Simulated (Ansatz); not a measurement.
Basis sets compared for Ag3Pd (the lowest doublet isomer of a short search). The state is a doublet with charge 0. Geometry r2SCAN-D4/def2-SVP. Ansatz on 4 threads of Arm Neoverse V2 on a shared host; times are rough, and most runs start from earlier orbitals.

```csv
atom,x (Å),y (Å),z (Å)
Pd1,0.007,0.993,-0.866
Ag2,-0.296,-0.723,1.100
Ag3,-1.612,-1.069,-1.203
Ag4,1.901,0.799,0.968
```

In the def2 sets Ag, Pd take a core potential; there is no spin–orbit coupling. The structure comes from a short search, and lower isomers may exist.

Binding counts from free atoms (Pd singlet, Ag doublet) in the same basis, without a counterpoise term.

```
                         level  functions  energy (Eh)  HOMO (eV)  LUMO (eV)  binding per atom (eV)  wall time
               PBE-D4/def2-SVP        124    -568.8805      -4.30      -3.94                   1.34      3.3 s
PBE-D4/def2-TZVP (with forces)        160    -569.0294      -4.34      -3.97                   1.35        4 s
           r2SCAN-D4/def2-TZVP        160    -569.1491      -4.35      -3.72                   1.39      9.5 s
              PBE0-D4/def2-SVP        124    -568.7813      -4.73      -3.03                   1.12      5.5 s
             PBE0-D4/def2-TZVP        160    -568.9238      -4.75      -3.04                   1.14        6 s
```

(1) Estimate the rows for PBE-D4/def2-TZVPD, r2SCAN-D4/def2-TZVPD, PBE0-D4/def2-TZVPD.

## Answers

(1) 
```csv
level,functions,energy (Eh),HOMO (eV),LUMO (eV),binding per atom (eV),wall time
PBE-D4/def2-TZVPD,160,-569.0294,-4.34,-3.97,1.35,3.8 s
r2SCAN-D4/def2-TZVPD,160,-569.1491,-4.35,-3.72,1.39,9.5 s
PBE0-D4/def2-TZVPD,160,-568.9238,-4.75,-3.04,1.14,4.3 s
```
